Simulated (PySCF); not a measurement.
FGe, SMILES [F][Ge] (connectivity only; charge and spin as stated), charge +1, multiplicity 1. The structure is a stationary point at PBE-D3(BJ)/def2-TZVPD. The spin state was assumed, not searched.

Computed with PBE-D3(BJ)/def2-TZVPD run with PySCF 2.14.0.

Harmonic wavenumbers (cm⁻¹): 763. Rotational constants (GHz): 11.60 (linear); symmetry number 1.

Problem. Work out the zero-point energy and the ideal-gas rigid-rotor harmonic-oscillator thermochemistry at 298.15 K and 1 atm.

Solution. ZPE = ½ Σ hcν = ½ × 763 cm⁻¹ = 4.57 kJ/mol. H − E(el) = 13.48 kJ/mol. Entropy in J/(mol K): translation 165.09, rotation 60.56, vibration 1.00, total 226.65. G − E(el) = -54.10 kJ/mol. Cp = 32.08 J/(mol K).
